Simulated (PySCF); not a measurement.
C4H4O2. Atoms are numbered in the order given.

```xyz
10

O      0.1354     1.9911     0.0000
C     -0.0606     0.6729     0.0000
C     -1.1655    -0.1324     0.0000
C     -0.6454    -1.4705     0.0000
C      0.7082    -1.3587     0.0000
O      1.0646    -0.0423     0.0000
H     -0.7220     2.4285     0.0000
H     -2.2066     0.1813     0.0000
H     -1.2177    -2.3958     0.0000
H      1.5262    -2.0722     0.0000
```
Charge 0, spin multiplicity 1.

Geometry optimised at PBE0-D3(BJ)/def2-SVP. One conformer was computed; it need not be the lowest.

Level of theory: SMD-B3LYP/def2-SVP (PySCF).

Solvation free energies are E(SMD) − E(gas) at the gas-phase geometry, for 1 M in both phases. In vacuum the dipole moment is 1.87 D.

Computed solvation free energies in water, 1-octanol, benzene:
```csv
solvent,ΔG(solv) (kcal/mol),its non-electrostatic (CDS) part,dipole (D)
water,-4.5,4.6,2.49
1-octanol,-5.0,2.4,2.36
benzene,-4.3,-2.0,2.02
```
